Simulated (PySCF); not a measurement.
Two-component Hartree-Fock for Pm⁴⁹⁺ (promethium, charge +49)

Start: [Ne] 3s2. Calculated with PySCF 2.14 in an even-tempered Gaussian basis (18 s from 13 bohr⁻², ratio 2.4; 14 p from 16 bohr⁻², ratio 2.4; 4 d from 54 bohr⁻², ratio 2.6; 4 f from 81 bohr⁻², ratio 2.6): generalised Hartree-Fock with the X2C-1e Hamiltonian and a Gaussian nucleus; one run each with spin-orbit coupling (SO) switched off, then screened by Boettger's factors.

| spinor shell | electrons | ε, spin-free (eV) | ε, screened SO (eV) | weight of nominal j (screened SO) | rms radius, screened SO (bohr) |
| --- | --- | --- | --- | --- | --- |
| 1s1/2 | 2 | -48944.4 | -48939.0 | 1.000 | 0.0264 |
| 2s1/2 | 2 | -10817.9 | -10816.6 | 1.000 | 0.105 |
| 2p1/2 | 2 | -10036.1 | -10443.3 | 1.000 | 0.0899 |
| 3s1/2 | 2 | -4374.6 | -4374.4 | 1.000 | 0.251 |

Problem. Where does 2p3/2 lie, and what is the 2p spin-orbit splitting (screened SO)?

Solution. At -9860.3 eV, 583.07 eV above 2p1/2.

```csv
quantity,spin-free,screened SO
E (hartree),-7565.80406,-7570.12924
M_J,0,0
⟨J²⟩,0.000,0.000
⟨L²⟩,0.000,0.014
⟨S²⟩,0.000,0.014
```

Breit and QED terms are absent; they matter most for the inner s and p1/2 levels.

Densities and radii are taken from the X2C orbitals without a picture-change correction, which distorts them close to the nucleus.

Without spin-orbit coupling the j labels of p, d and f shells carry no meaning; the spin-free column gives the mean over the occupied spinors of each nl shell.
